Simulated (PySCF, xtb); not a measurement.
CH₇ClN₂Si₂, SMILES Cl[Si@@]1([SiH2]CN1)N.

GFN2-xTB (xtb) at its own geometry gives an orbital gap of 4.02 eV and a dipole moment of 2.81 D.

The structure is a stationary point at B3LYP-D3(BJ)/def2-SVP. The structure was generated by enumeration; whether it is a known compound was not checked. One conformer was computed; it need not be the lowest.

Question: What does ωB97X/def2-TZVP run with PySCF give? (Estimate from the structure and the level; the computed values follow.)

Answer: gap 11.44 eV (levels -9.36 and 2.08 eV), dipole 2.33 D.
